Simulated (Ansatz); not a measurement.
System: sum formula SiBrCl, charge 0, multiplicity 1. 
Coordinates optimised at B3LYP-D3(BJ)/def2-TZVP (Ansatz, an electronic-structure program):
SMILES: Cl[Si]Br
```xyz
3

Si     0.3791     0.3746     1.0903
Cl     1.1144     1.8306    -0.2184
Br    -0.6929    -1.0390    -0.3300
```
Charge 0, spin multiplicity 1.

Basis-set convergence of Hartree-Fock and CCSD(T) correlation energies (hartree) with Ansatz. Correlated levels leave the core frozen unless marked. No spin-orbit coupling. Frozen are the shells of the preceding noble gas and the d and f shells that filled before the atom's block. Non-relativistic.

The Hartree-Fock reference is unstable (checked in the largest basis), which strains HF and MP2. 

```tsv
basis	functions	E(HF)	E(corr, CCSD(T))	rough core time
def2-SVP	68	-3320.35791	-0.36993	under 20 s
def2-TZVPP	132	-3320.93634	-0.50475	under 20 s
def2-QZVPP	229	-3321.00691	-0.55087	40 s
```

Extrapolating the two largest sets (X = 3 and 4) as X^-3: E(corr) = (64·(-0.55087) - 27·(-0.50475))/37 = -0.5845 Eh, an estimate of the basis-set limit. The largest set recovers 94.2 % of it, the smallest 63.3 %.
